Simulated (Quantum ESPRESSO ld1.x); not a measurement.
Species: Rh II. Configuration: [Kr] 4d8 (the NIST ground configuration). Method: Dirac Kohn-Sham, relativistic LDA (MacDonald-Vosko exchange, VWN5 correlation), spin-unpolarised, spherical densities, point nucleus; open shells fill j = l - 1/2 first; computed with ld1.x of Quantum ESPRESSO 7.5.

Radial electron density D(r) = 4 pi r^2 rho(r):

r (bohr),D(r) (e/bohr)
0.00271,5.977
0.00313,7.554
0.003644,9.613
0.004208,11.99
0.00486,14.85
0.005658,18.42
0.006534,22.36
0.007607,27.07
0.008785,31.98
0.01023,37.49
0.01181,42.77
0.01375,48.04
0.01588,52.36
0.01834,55.60
0.02135,57.46
0.02466,57.54
0.02871,55.99
0.03315,53.49
0.03859,50.79
0.04457,49.36
0.05189,50.24
0.05992,53.85
0.06921,59.65
0.08057,66.36
0.09305,70.81
0.1083,71.12
0.1251,66.53
0.1456,58.26
0.1682,50.70
0.1958,46.90
0.2261,48.59
0.2611,53.25
0.304,56.44
0.3511,53.72
0.4087,44.13
0.4721,31.98
0.5495,21.07
0.6347,15.59
0.7388,14.56
0.8533,15.43
0.9854,15.51
1.147,13.70
1.325,10.74
1.542,7.416
1.781,4.814
2.074,2.858
2.395,1.649
2.788,0.8585
3.22,0.4219
3.719,0.1841
4.329,0.06528
5,0.02035
5.82,0.004738
6.722,0.0009285
7.825,0.0001228

D(r) has 4 maxima, at r = 0.0231, 0.102, 0.309, 0.924 bohr, and minima at 0.0460, 0.201, 0.716 bohr, inside which lie 2.05, 11.17, 29.14 electrons.
